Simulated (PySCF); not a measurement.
C₈H₁₄O₂.
Atom-mapped SMILES: `[CH3:1][C:2](=[O:3])[O:4][CH:5]1[CH2:6][CH2:7][CH2:8][CH2:9][CH2:10]1`

Probes without a nucleus sit at each ring's centroid and 1 Å off its mean plane on both sides; NICS is minus the shielding there, NICSzz its component along the normal. Level: GIAO PBE0/pcSseg-1 (PySCF, non-relativistic, gas phase) on the GFN2-xTB geometry, one conformer.

Ring bond lengths (Å), with Mayer bond orders in brackets: C5–C6 1.525 (1.01), C6–C7 1.526 (1.03), C7–C8 1.525 (1.03), C8–C9 1.525 (1.04), C9–C10 1.525 (1.04), C10–C5 1.528 (1.02).

Q: Give the NICS values of each ring in ppm.

A: 
```csv
ring,type,NICS(0),"NICS(1), two faces","NICS(1)zz, two faces",rms pucker (Å),"centre to ring atoms, mean (Å)"
C5–C6–C7–C8–C9–C10,6-membered carbocycle; formal bonds all single,-3.4,-3.3 / -2.3,1.8 / 3.1,0.24,1.47
```

Q: What can be read from them?

A: 
- C5–C6–C7–C8–C9–C10: mean NICS(1)zz 2.4 ppm, near zero. C5, C6, C7, C8, C9, C10 have four or more neighbours, so the value isn't read as a sign of a π ring current.

Q: What is the mean of the two in-plane components of NICS at the first NICS(1) probe listed for ring C5–C6–C7–C8–C9–C10, 1 Å off the ring?

A: The isotropic value is a third of the trace: (3 × -3.3 − (1.8))/2 = -5.8 ppm.
